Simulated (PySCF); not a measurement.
Cl4Zr, charge +1, doublet, at a GFN2-xTB geometry (such geometries of metal compounds can be far from the true shape) (the multiplicity is a formal guess) (all electrons, no relativity).

Here is a job for PySCF.
```python
from pyscf import gto, scf, dft

mol = gto.M(
    atom='''
Zr   -0.000000   -0.000000    0.000000
Cl    1.809979   -0.568579   -1.237154
Cl    0.650387    0.468663    2.118303
Cl   -0.991352    1.823639   -0.906321
Cl   -1.469013   -1.723723    0.025172
''',
    basis='3-21g',
    charge=1,
    spin=1,
    verbose=4,
)

mf = dft.UKS(mol)
mf.xc = 'b3lyp'
mf.kernel()
mf.analyze()
```

Question: Give the HOMO energy at the level B3LYP/3-21G (PySCF).

Answer: -14.84 eV

Question: What nuclear repulsion energy does B3LYP/3-21G give?

Answer: 883.5951 Eh

Question: Predict the <S^2> from B3LYP/3-21G.

Answer: 0.761

Question: Predict the total energy from B3LYP/3-21G.

Answer: -145745.7565 eV

Question: Predict the number of basis functions from B3LYP/3-21G.

Answer: 88

These values belong to the state on which the SCF converged, which isn't shown to be the lowest.

Question: Roughly what does it cost on one core?

Answer: about 19 core-seconds (a rough figure).
